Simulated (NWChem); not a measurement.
Program: NWChem. System: Cl$_{2}$Te, charge 1, spin multiplicity 2, at the geometry of a parent with another charge or spin, in a state set for the comparison that need not be this species' ground state. Its SCF solution wasn't tested for a lower state. Level: UPBE0/def2-SVPD with def2 effective core potentials on Te.

Part of the output:

```
             Northwest Computational Chemistry Package (NWChem) 7.3.0
             --------------------------------------------------------

                                NWChem Input Module
                                -------------------

 Scaling coordinates for geometry "geometry" by  1.889725989
 (inverse scale =  0.529177249)

 Turning off AUTOSYM since
 SYMMETRY directive was detected!

                             Geometry "geometry" -> ""
                             -------------------------

 Output coordinates in angstroms (scale by  1.889725989 to convert to a.u.)

  No.       Tag          Charge          X              Y              Z
 ---- ---------------- ---------- -------------- -------------- --------------
    1 Te                  52.0000     0.00000000     0.00000000    -0.59553800
    2 Cl                  17.0000     1.85139500     0.00000000     0.91082200
    3 Cl                  17.0000    -1.85139500     0.00000000     0.91082200

 Effective nuclear repulsion energy (a.u.)     433.2860812863

            Nuclear Dipole moment (a.u.)
            ----------------------------
        X                 Y               Z
 ---------------- ---------------- ----------------
     0.0000000000     0.0000000000    -0.0000529123

      Symmetry information
      --------------------

 Group name             C2v
 Group number             16
 Group order               4
 No. of unique centers     2

      Symmetry unique atoms

     1    2


 Summary of "ao basis" -> "" (spherical)
 ------------------------------------------------------------------------------
       Tag                 Description            Shells   Functions and Types
 ---------------- ------------------------------  ------  ---------------------
 *                         def2-svpd                  on all atoms

                                 NWChem DFT Module
                                 -----------------

 Summary of "ao basis" -> "ao basis" (spherical)
 ------------------------------------------------------------------------------
       Tag                 Description            Shells   Functions and Types
 ---------------- ------------------------------  ------  ---------------------
 Te                        def2-svpd                13       35   5s5p3d
 Cl                        def2-svpd                11       27   5s4p2d

 Summary of "ao basis" -> "ao basis" (spherical)
 ------------------------------------------------------------------------------
       Tag                 Description            Shells   Functions and Types
 ---------------- ------------------------------  ------  ---------------------
 Te                        def2-svpd                13       35   5s5p3d
 Cl                        def2-svpd                11       27   5s4p2d

      Symmetry analysis of basis
      --------------------------

        a1         35
        a2         11
        b1         27
        b2         16

            General Information
            -------------------
          SCF calculation type: DFT
          Wavefunction type:  spin polarized.
          No. of atoms     :     3
          No. of electrons :    57
           Alpha electrons :    29
            Beta electrons :    28
          Charge           :     1
          Spin multiplicity:     2
          Use of symmetry is: on ; symmetry adaption is: on
          Maximum number of iterations: 100
          AO basis - number of functions:    89
                     number of shells:    35
          Convergence on energy requested:  1.00D-06
          Convergence on density requested:  1.00D-05
          Convergence on gradient requested:  5.00D-04

              XC Information
              --------------
                         PBE0 Method XC Functional
                     Hartree-Fock (Exact) Exchange  0.250
          PerdewBurkeErnzerhof Exchange Functional  0.750
            Perdew 1991 LDA Correlation Functional  1.000 local
           PerdewBurkeErnz. Correlation Functional  1.000 non-local

             Grid Information
             ----------------
          Grid used for XC integration:  medium
          Radial quadrature: Mura-Knowles
          Angular quadrature: Lebedev.
[...]
    35     -0.146867  1 Te d  2              39     -0.143339  2 Cl s
    66     -0.143339  3 Cl s                 30     -0.138481  1 Te d  2

                     DFT Final Beta Molecular Orbital Analysis
                     -----------------------------------------

 Vector   26  Occ=1.000000D+00  E=-5.680790D-01  Symmetry=a1
              MO Center=  1.3D-14, -1.9D-15,  7.6D-01, r^2= 4.5D+00
   Bfn.  Coefficient  Atom+Function         Bfn.  Coefficient  Atom+Function
  ----- ------------  ---------------      ----- ------------  ---------------
    49      0.424949  2 Cl pz                76      0.424949  3 Cl pz
    46      0.330498  2 Cl pz                73      0.330498  3 Cl pz
    43      0.189150  2 Cl pz                70      0.189150  3 Cl pz
     3      0.183542  1 Te s                  4      0.163229  1 Te s
    14     -0.134689  1 Te pz                47     -0.075122  2 Cl px

 Vector   27  Occ=1.000000D+00  E=-5.599664D-01  Symmetry=b1
              MO Center=  9.8D-15,  2.8D-15,  8.5D-01, r^2= 4.5D+00
   Bfn.  Coefficient  Atom+Function         Bfn.  Coefficient  Atom+Function
  ----- ------------  ---------------      ----- ------------  ---------------
    47      0.354656  2 Cl px                74      0.354656  3 Cl px
    44      0.281648  2 Cl px                71      0.281648  3 Cl px
    49     -0.267496  2 Cl pz                76      0.267496  3 Cl pz
    46     -0.217584  2 Cl pz                73      0.217584  3 Cl pz
    41      0.160325  2 Cl px                68      0.160325  3 Cl px

 Vector   28  Occ=1.000000D+00  E=-5.581220D-01  Symmetry=a2
              MO Center=  2.4D-14, -1.7D-15,  8.5D-01, r^2= 4.4D+00
   Bfn.  Coefficient  Atom+Function         Bfn.  Coefficient  Atom+Function
  ----- ------------  ---------------      ----- ------------  ---------------
    48      0.437387  2 Cl py                75     -0.437387  3 Cl py
    45      0.346212  2 Cl py                72     -0.346212  3 Cl py
    42      0.197776  2 Cl py                69     -0.197776  3 Cl py
    26      0.056910  1 Te d -2              51      0.050447  2 Cl py
    78     -0.050447  3 Cl py                21     -0.044295  1 Te d -2

 Vector   29  Occ=0.000000D+00  E=-4.082023D-01  Symmetry=b2
              MO Center= -7.3D-15, -2.8D-16, -2.8D-01, r^2= 3.2D+00
   Bfn.  Coefficient  Atom+Function         Bfn.  Coefficient  Atom+Function
  ----- ------------  ---------------      ----- ------------  ---------------
    13      0.628538  1 Te py                16      0.440036  1 Te py
    48     -0.247665  2 Cl py                75     -0.247665  3 Cl py
    10     -0.229274  1 Te py                45     -0.192105  2 Cl py
    72     -0.192105  3 Cl py                 7     -0.178198  1 Te py
    42     -0.106761  2 Cl py                69     -0.106761  3 Cl py

 Vector   30  Occ=0.000000D+00  E=-3.418361D-01  Symmetry=a1
              MO Center= -7.0D-14, -7.4D-16,  2.2D-02, r^2= 4.0D+00
   Bfn.  Coefficient  Atom+Function         Bfn.  Coefficient  Atom+Function
  ----- ------------  ---------------      ----- ------------  ---------------
    14      0.571745  1 Te pz                17      0.503314  1 Te pz
     3      0.370044  1 Te s                 47      0.353790  2 Cl px
    74     -0.353790  3 Cl px                44      0.236459  2 Cl px
    71     -0.236459  3 Cl px                11     -0.200892  1 Te pz
     4      0.157444  1 Te s                  8     -0.155428  1 Te pz

 Vector   31  Occ=0.000000D+00  E=-3.341568D-01  Symmetry=b1
              MO Center=  5.2D-14, -1.3D-15, -2.9D-01, r^2= 3.9D+00
   Bfn.  Coefficient  Atom+Function         Bfn.  Coefficient  Atom+Function
  ----- ------------  ---------------      ----- ------------  ---------------
    12      0.612896  1 Te px                15      0.530573  1 Te px
    49      0.287333  2 Cl pz                76     -0.287333  3 Cl pz
     9     -0.215773  1 Te px                46      0.199805  2 Cl pz
    73     -0.199805  3 Cl pz                47      0.176045  2 Cl px
    74      0.176045  3 Cl px                 6     -0.166834  1 Te px

   alpha - beta orbital overlaps
   -----------------------------

   alpha      1      2      3      4      5      6      7      8      9     10
    beta      1      2      3      4      5      6      9     10      7      8
 overlap   1.000  1.000  1.000  1.000  1.000  1.000  1.000  1.000  1.000  1.000

   alpha     11     12     13     14     15     16     17     18     19     20
    beta     11     12     13     14     15     16     17     18     19     20
 overlap   1.000  1.000  1.000  1.000  1.000  0.988  1.000  1.000  0.988  0.999

   alpha     21     22     23     24     25     26     27     28     29     30
    beta     21     22     23     24     25     28     26     27     29     30
 overlap   1.000  0.998  1.000  0.999  0.975  1.000  0.999  1.000  0.975  0.999

   alpha     31     32     33     34     35     36     37     38     39     40
    beta     31     32     35     33     34     36     38     37     39     40
 overlap   1.000  0.991  0.979  0.981  1.000  0.998  0.970  0.978  0.996  1.000

   alpha     41     42     43     44     45     46     47     48     49     50
    beta     41     42     43     44     45     46     47     48     49     50
 overlap   0.999  0.999  0.999  0.998  1.000  0.996  0.997  0.996  0.998  0.996

   alpha     51     52     53     54     55     56     57     58     59     60
    beta     52     51     53     54     55     56     57     58     59     60
 overlap   0.999  1.000  0.998  1.000  1.000  0.999  0.982  1.000  0.980  0.999

   alpha     61     62     63     64     65     66     67     68     69     70
    beta     61     62     63     64     66     65     67     68     69     70
 overlap   0.999  0.999  0.996  0.918  0.919  0.999  0.999  1.000  1.000  1.000

   alpha     71     72     73     74     75     76     77     78     79     80
    beta     71     72     73     74     76     75     77     78     79     80
 overlap   0.999  0.999  1.000  1.000  0.999  0.998  0.997  0.999  1.000  0.999

   alpha     81     82     83     84     85     86     87     88     89
    beta     81     82     83     84     85     86     87     88     89
 overlap   1.000  0.999  1.000  1.000  1.000  1.000  1.000  1.000  1.000

     --------------------------
     Expectation value of S2:
     --------------------------
      <S2> =      0.7535 (Exact =     0.7500)

 center of mass
 --------------
 x =   0.00000000 y =   0.00000000 z =  -0.12920264

 moments of inertia (a.u.)
 ------------------
         368.388559639757           0.000000000000           0.000000000000
           0.000000000000        1224.454444683045           0.000000000000
           0.000000000000           0.000000000000         856.065885043288

     Multipole analysis of the density
     ---------------------------------

     L   x y z        total         alpha         beta         nuclear
     -   - - -        -----         -----         ----         -------
     0   0 0 0      1.000000    -29.000000    -28.000000     58.000000

     1   1 0 0     -0.000000     -0.000000     -0.000000      0.000000
     1   0 1 0     -0.000000     -0.000000     -0.000000      0.000000
     1   0 0 1     -0.790108    -15.840314    -16.461043     31.511249

     2   2 0 0    -29.246093   -224.679305   -220.740612    416.173825
     2   1 1 0      0.000000      0.000000     -0.000000      0.000000
     2   1 0 1     -0.000000     -0.000000     -0.000000      0.000000
     2   0 2 0    -34.882889    -19.302889    -15.580000      0.000000
     2   0 1 1      0.000000      0.000000      0.000000      0.000000
     2   0 0 2    -30.393947    -82.344140    -79.173076    131.123270

 Task  times  cpu:        1.9s     wall:        1.9s

 Total times  cpu:        1.9s     wall:        1.9s
```

Q: Write an NWChem input that would produce this output.

A: One answer among several that fit: 
```
start mol
memory heap 200 mb stack 900 mb global 1100 mb
charge 1
geometry units angstroms nocenter noautoz
  Te     0.000000     0.000000    -0.595538
  Cl     1.851395     0.000000     0.910822
  Cl    -1.851395     0.000000     0.910822
  symmetry group C2v
end
basis spherical
  * library def2-svpd
end
ecp
  Te library def2-ecp
end
dft
  xc pbe0
  odft
  mult 2
  semidirect memsize 60000000 filesize 0
  iterations 100
end
task dft energy
```
